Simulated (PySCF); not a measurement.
Compound: C7H11 (doublet state).
Atom-mapped SMILES: `[CH:1]#[C:2][C:3]([CH3:4])([CH3:5])[CH:6][CH3:7]` (hydrogens: H8 on C1; H9, H10, H11 on C4; H12, H13, H14 on C5; H15 on C6; H16, H17, H18 on C7)

Geometry (GFN2-xTB, Å), atoms numbered from 1 in this order:
```
atom  x, y, z in Å
C1    -0.4996    2.4286   -0.6614
C2    -0.4626    1.2624   -0.3949
C3    -0.4037   -0.1619   -0.0741
C4    -1.3862   -0.9163   -0.9803
C5    -0.8330   -0.3360    1.4040
C6     0.9869   -0.6585   -0.2733
C7     2.1785    0.1015    0.1549
H8    -0.5373    3.4503   -0.8978
H9    -1.1057   -0.7954   -2.0244
H10   -2.3951   -0.5320   -0.8471
H11   -1.3803   -1.9764   -0.7361
H12   -0.1598    0.2107    2.0598
H13   -0.8054   -1.3897    1.6723
H14   -1.8433    0.0419    1.5468
H15    1.1276   -1.6199   -0.7373
H16    2.8269   -0.5065    0.7933
H17    1.8959    1.0049    0.6906
H18    2.7874    0.3984   -0.7068
```

The hyperfine couplings belong to this conformer and change with its torsions.

Theory: UKS B3LYP, pcH-1 on C H, non-relativistic, mean-field spin-orbit, GIAO (PySCF 2.14.0). The structure is a single GFN2-xTB conformer in the gas phase; no vibrational or solvent corrections. A GFN2-xTB geometry isn't a minimum of the functional, and hyperfine couplings can be far from their values at a DFT geometry. Stability of the SCF solution: not tested.

Largest spin populations (Mulliken): C6 (+1.04), C7 (-0.08) and C3 (-0.07). No atom but C6 exceeds +0.15. The angles at C6 add up to 360.0°, so it is planar; its axial dipolar tensor and the negative coupling of its proton fit spin in a p orbital normal to that plane.

(1) McConnell's relation a(H) = Q·ρ ties the coupling of a proton on a planar π carbon to the spin population of that carbon. What Q do the computed values give?

(2) List the C–H protons on four-coordinate carbons next to a three-coordinate spin centre, with their couplings and θ (C–H bond against the normal to the plane of the centre's neighbours, projected along the bond that joins the two).

(3) What would the freely rotating methyl group on C7 show?

Answers

(1) 
```csv
H,C,ρ(C),a(H) (G),a/ρ (G)
H15,C6,+1.035,-22.83,-22.1
```

One proton gives one ratio, Q = -22.1 G, and no test of linearity.

(2) 
```csv
β H,on,centre,θ (°),cos²θ,a (G)
H16,C7,C6,37,0.64,+34.26
H17,C7,C6,85,0.01,+1.86
H18,C7,C6,25,0.82,+45.54
```

Fitting the Heller–McConnell form a = ρ(B0 + B2 cos²θ), with Mulliken ρ = 1.04, gives B0 = 1.2 G and B2 = 51.3 G, with a largest miss of 1.0 G. By this fit the coupling would be 54.3 G at θ = 0° and 1.2 G at 90°.

(3) Three equal couplings, a 1:3:3:1 quartet. The mean of the three values of this geometry estimates the splitting: 27.2 G, or 76.3 MHz (three bonds 120° apart have a mean cos²θ of 1/2 at any torsion).

Couplings in gauss use g_iso = 2.0026.
